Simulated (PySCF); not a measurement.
Species: C₂H₂BF₂ (doublet state).
Atom-mapped SMILES: `[CH2:1]=[C:2][B:3]([F:4])[F:5]` (hydrogens: H6, H7 on C1)

Computed, not measured: PBE0-D3(BJ)/def2-SVP geometry optimisation, gas phase in PySCF.

(1) List the bond lengths and angles at this level.

## Answers

(1) 
| bond | length (Å) |
| --- | --- |
| C1=C2 | 1.302 |
| C2–B3 | 1.510 |
| B3–F4, B3–F5 | 1.324 |
| C1–H6, C1–H7 | 1.101 |

Bonds in one row agree within 0.01 Å and their mean is given. A selection of angles:
| angle | degrees |
| --- | --- |
| C2–C1–H6 | 122.0 |
| H6–C1–H7 | 115.9 |
| C1–C2–B3 | 179.9 |
| C2–B3–F4 | 121.4 |
| F4–B3–F5 | 117.4 |

The 5 heavy atoms lie in one plane (0.000 Å rms). B3 (boron bonded to C and 2 F) is planar (angles 121.4°, 121.3° and 117.4°, sum 360.0°, 0.00 Å off the plane of its three neighbours). C1 (carbon bonded to C and 2 H) is planar (angles 122.1°, 122.0° and 115.9°, sum 360.0°, 0.00 Å off the plane of its three neighbours).

Point group: C2v (every atom within 0.08 Å of its image). PBE0-D3(BJ)/def2-SVP frequencies: not computed here. ⟨S²⟩ = 0.761 (exact for a doublet: 0.75).
